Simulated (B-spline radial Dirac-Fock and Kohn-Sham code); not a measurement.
**Electron momentum distribution of Ca¹⁸⁺: Compton profiles**

System: calcium as Ca¹⁸⁺ in the configuration 1s2.

The computed values come from a radial atomic solver: the impulse approximation on relativistic Hartree-Fock (Dirac-Fock) wave functions, averaged over the configuration. pz is in atomic units of momentum; subshell profiles are per electron, for a selection of subshells; open shells are spread over both j values by their weights.

| pz | J total | J 1s1/2 |
| --- | --- | --- |
| 4.3 | 0.07466 | 0.0373 |
| 6.3 | 0.06408 | 0.0320 |
| 9.2 | 0.04748 | 0.0237 |
| 13 | 0.02908 | 0.0145 |
| 20 | 0.01039 | 0.00520 |
| 28 | 0.003234 | 0.00162 |
| 41 | 0.0006166 | 0.000308 |
| 60 | 9.278e-05 | 4.64e-05 |
| 88 | 1.227e-05 | 6.14e-06 |

Task: What is the peak value J(0), and which subshell contributes most to it?

Result: J(0) = 0.08590. The 1s1/2 subshell gives the largest part, 100 %.

Mean momentum ⟨p⟩ by subshell (a.u.): 1s1/2 16.9.
